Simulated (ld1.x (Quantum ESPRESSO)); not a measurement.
Building the ultrasoft potential for gadolinium (PBE, non-relativistic).

ld1.x (Quantum ESPRESSO) 7.5 input, shortened:

```
&input
   title='Gd', zed=64., rel=0, dft='PBE', iswitch=3,
   config='[Xe] 4f7 5d1 6s1 6p1'
 /
 &inputp
   pseudotype=3, tm=.true., lloc=-1, rcloc=2.30,
   nlcc=.true., rcore=0.80,
   which_augfun='PSQ', rmatch_augfun_nc=.true.
 /
8
6S  1  0   1.00   0.00  2.55  2.90  0.0
6S  1  0   0.00   3.35  2.55  2.90  0.0
5P  2  1   6.00   0.00  2.10  2.25  0.0
6P  3  1   1.00   0.00  2.10  2.25  0.0
5D  3  2   1.00   0.00  2.45  2.95  0.0
5D  3  2   0.00   5.10  2.45  2.95  0.0
4F  4  3   7.00   0.00  1.20  1.30  0.0
4F  4  3   0.00   0.30  1.20  1.30  0.0
 &test
   configts(1)='4f7 5p6 5d1 6s1 6p1'
 /
```

All-electron outer shells of the reference configuration (PBE, non-relativistic, ld1.x):

```csv
shell,level (eV),outermost node (bohr),outermost maximum (bohr)
4d,-151.74,0.27,0.56
5s,-44.77,0.70,1.27
5p,-27.61,0.72,1.39
4f,-14.16,–,0.56
6s,-4.37,1.71,3.59
5d,-4.19,0.79,1.90
6p,-1.94,1.96,4.55
```

**Question.** Is a potential produced?

**Answer.** No. ld1.x (Quantum ESPRESSO) 7.5 stopped with "chargeps: negative rho": the pseudo-density turned negative during the self-consistent test, most likely because a state had been found with a wrong node count and its wave set to zero before. Before that it printed "Warning: n=1, l=0 expected 0 nodes, found 1".
